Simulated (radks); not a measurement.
Species: La+. Configuration: [Xe] 6s2 (not the ground configuration). Calculated with a radial shooting solver on a logarithmic mesh with Libxc functionals: non-relativistic Kohn-Sham, PBE, spin-polarised, spherical densities, point nucleus; relativity is left out, which matters for an element this heavy.

Unscreened Slater integrals over Kohn-Sham orbitals (eV). They are taken over the spin-up orbitals.

\begin{tabular}{lr}
integral & value \\ \hline
F0(6s,6s) & 6.0458 \\
F0(6s,5p) & 7.4403 \\
G1(6s,5p) & 0.55509 \\
F0(6s,5s) & 7.5325 \\
G0(6s,5s) & 0.34173 \\
F0(6s,4d) & 7.9536 \\
G2(6s,4d) & 0.21314 \\
F0(5p,5p) & 13.614 \\
F2(5p,5p) & 7.3749 \\
F0(5p,5s) & 14.313 \\
G1(5p,5s) & 9.8134 \\
F0(5p,4d) & 16.990 \\
F2(5p,4d) & 4.8417 \\
G1(5p,4d) & 1.3495 \\
G3(5p,4d) & 1.3242 \\
F0(5s,5s) & 15.162 \\
F0(5s,4d) & 18.604 \\
G2(5s,4d) & 1.8427 \\
F0(4d,4d) & 32.100 \\
F2(4d,4d) & 16.383 \\
F4(4d,4d) & 10.963 \\
\end{tabular}
